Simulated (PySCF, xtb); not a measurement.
SiClI, SMILES Cl[Si]I (connectivity only; charge and spin as stated), neutral, multiplicity 1.

xtb with GFN2-xTB at its own geometry gives an orbital gap of 2.59 eV and a dipole moment of 4.44 D.

The structure is a stationary point at B3LYP-D3(BJ)/def2-TZVP. The def2 effective core potentials stand for the cores of I; spin–orbit coupling is left out.

Question: What does B3LYP/def2-TZVPD (PySCF) give? (Estimate from the structure and the level; the computed values follow.)

Answer: gap 3.91 eV (levels -7.23 and -3.32 eV), dipole 0.98 D.
